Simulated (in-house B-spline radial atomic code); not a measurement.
# Binding energies in the palladium ion Pd⁺

NIST's tabulated ground configuration is [Kr] 4d9; each binding energy is the energy of the ion with one electron taken from that subshell, relaxed, less that of the parent. Computed with a B-spline radial code for spherical atoms: Dirac-Hartree-Fock, average of configuration, Fermi nucleus of rms radius 4.5318 fm. Energies include first-order Breit, QED and recoil terms.

```csv
subshell,X-ray name,binding energy (eV),-ε (eV),relaxation (eV)
1s,K,24368.6,24504.8,63.1
2s,L1,3629.4,3670.5,33.9
2p1/2,L2,3350.3,3394.4,37.0
2p3/2,L3,3193.2,3234.1,36.1
3s,M1,691.7,707.1,14.2
3p1/2,M2,581.2,596.8,14.6
3p3/2,M3,553.1,567.9,14.2
4s,N1,112.1,116.5,4.2
4p1/2,N2,76.51,80.29,3.64
4p3/2,N3,72.11,75.59,3.41
4d,"N4,5",18.65,20.62,1.99
```

Relaxation = -ε minus the binding energy without Breit, QED and recoil terms.

Emission lines follow as differences of binding energies, with λ = 12398.42 eV·Å / E:

```json
{"line": "K-L3", "holes": "1s → 2p3/2", "energy (eV)": "21175.4", "wavelength (Å)": "0.58551"}
{"line": "K-L2", "holes": "1s → 2p1/2", "energy (eV)": "21018.3", "wavelength (Å)": "0.58989"}
{"line": "K-M3", "holes": "1s → 3p3/2", "energy (eV)": "23815.5", "wavelength (Å)": "0.5206"}
{"line": "L1-M3", "holes": "2s → 3p3/2", "energy (eV)": "3076.3", "wavelength (Å)": "4.0303"}
{"line": "L3-M1", "holes": "2p3/2 → 3s", "energy (eV)": "2501.5", "wavelength (Å)": "4.9564"}
```

(1) What screening constant σ does Moseley's law, E = (3/4)·13.6057 eV·(Z - σ)², need for K-L3?

Moseley's non-relativistic formula needs a falling, then negative, screening constant for heavy elements, because relativity binds the 1s electron more strongly than the formula allows.

(2) What does it cost to remove two 2p1/2 electrons?

(3) What does it cost to remove both a 2s and a 4p1/2 electron?

(4) What does it cost to remove both a 1s and a 2p3/2 electron?

Results:

(1) σ = 0.45.

(2) 6841.9 eV, which is 141.3 eV more than the two single binding energies together.

(3) 3725.3 eV, which is 19.42 eV more than the two single binding energies together.

(4) 27745 eV, which is 183.6 eV more than the two single binding energies together.
